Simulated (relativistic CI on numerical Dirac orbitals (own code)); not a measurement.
What each ingredient does to the levels of As23+

Base calculation: Dirac-Coulomb-Breit CI, separate exchange-only KLI orbitals for each configuration, a model potential for QED, unscaled Slater integrals.

CI space (outside the closed core 1s2): 2s²2p⁶, 2s²2p⁵3s, 2s²2p⁵3p, 2s²2p⁵3d, 2s2p⁶3s, 2s2p⁶3p, 2s2p⁶3d, 2s²2p⁵4s, 2s²2p⁵4p, 2s²2p⁵4d, 2s²2p⁵4f, 2s2p⁶4s, 2s2p⁶4p, 2s²2p⁴3s², 2s²2p⁵5s, 2s²2p⁵5p, 2s2p⁶4d, 2s2p⁶4f, 2s²2p⁵5d, 2s²2p⁵5f, 2s²2p⁵5g, 2s²2p⁴3s3p, 2s²2p⁴3p², 2s²2p⁴3s3d, 2s²2p⁴3p3d, 2s2p⁵3s², 2s2p⁵3s3p, 2s²2p⁴3d², 2s2p⁶5s, 2s2p⁶5p, 2s2p⁶5d, 2s2p⁵3p², 2s2p⁶5f, 2s2p⁶5g, 2s2p⁵3s3d, 2s2p⁵3p3d. Levels of other configurations are missing.

Variants: (1) valence Slater integrals scaled by 0.9; (2) Breit term removed; (3) QED terms removed. Shifts of the energy above 2s²2p⁶ ¹S0, in eV, for the lowest level and the first level of each name with at least 55 % of one term (blank where a level changes its place among those of its configuration and J or its character, or is not in the variant):

```csv
Level,Base,Δ(1),Δ(2),Δ(3)
2s²2p⁶ ¹S0,0.00,0.00,0.00,0.00
2s²2p⁵3s ³P°2,1332.89,+0.14,+1.28,-0.23
2s²2p⁵3s ¹P°1,1335.72,-0.13,+1.25,-0.23
2s²2p⁵3s ³P°0,1370.18,+0.16,+1.99,-0.31
2s²2p⁵3s ³P°1,1371.69,-0.01,+2.05,-0.31
2s²2p⁵3p ³S1,1377.76,+0.62,+1.03,+0.02
2s²2p⁵3p ³D3,1388.27,+0.22,+1.32,0.00
2s²2p⁵3p ¹P1,1388.95,+0.07,+1.21,0.00
2s²2p⁵3p ³P2,1392.50,-0.20,+1.20,0.00
2s²2p⁵3p ³P0,1404.94,-0.86,+1.25,-0.01
2s²2p⁵3p ³D1,1417.27,+0.15,+1.87,-0.06
2s²2p⁵3p ³P1,1426.53,+0.11,+1.93,-0.08
2s²2p⁵3p ¹S0,1438.93,-2.68,+1.58,-0.05
2s²2p⁵3d ³P°0,1445.53,+0.62,+1.13,+0.02
2s²2p⁵3d ³P°1,1447.43,+0.47,+1.31,+0.02
2s²2p⁵3d ³F°4,1450.68,+0.21,+1.58,+0.01
2s²2p⁵3d ³P°2,1450.95,+0.20,+1.42,+0.01
2s²2p⁵3d ³F°3,1450.95,+0.01,+1.47,+0.02
2s²2p⁵3d ³D°3,1456.18,-0.33,+1.47,+0.01
2s²2p⁵3d ³D°1,1465.54,-1.08,+1.51,+0.01
2s²2p⁵3d ³F°2,1487.87,+0.04,+2.17,-0.07
2s²2p⁵3d ¹P°1,1499.50,-1.41,+2.26,-0.06
```

At this charge energies of transitions that change n are usually good to better than 1 %, and those within a shell (Δn = 0) to a few per cent.

Ionisation energy from the two ground configurations alone: base 2353.47 eV; Breit term removed 2355.09 eV. The NIST ASD value (semi-empirical) is 2356.9 eV.

LS names give the leading component of a level, which can be under half, so a name can repeat, a term be missing and a line seem to break the LS rules.
